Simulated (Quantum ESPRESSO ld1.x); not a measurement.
The numbers below are computed, except where a source is named.
These are the eigenvalues of the occupied orbitals of an atom or ion with whole-number occupations (eV). Code: ld1.x of Quantum ESPRESSO 7.5. Model: non-relativistic Kohn-Sham, LDA (Slater exchange, Perdew-Wang correlation), spin-polarised, spherical densities, point nucleus.

| orbital | eigenvalue |
|---|---|
| 1s down | -5314.55 |
| 1s up | -5314.54 |
| 2s up | -595.570 |
| 2s down | -594.319 |
| 2p up | -503.537 |
| 2p down | -502.577 |
| 3s up | -72.5320 |
| 3s down | -69.2914 |
| 3p up | -47.7620 |
| 3p down | -44.5658 |
| 3d up | -10.1070 |

Which element is it, and in what charge state? The configuration may be excited. Open shells, if any, are filled with parallel spins first.

Answer. Z = 23, vanadium, charge +1: V+ in [Ar] 3d4. The list shows which subshells hold electrons but not how many an open one holds; the 1s level, -195.31 hartree, gives Z - s = 19.8 by -(Z - s)^2/2, which with screening narrows Z to a few neighbours, and the depths of the outer levels then fix element, charge and occupations together.
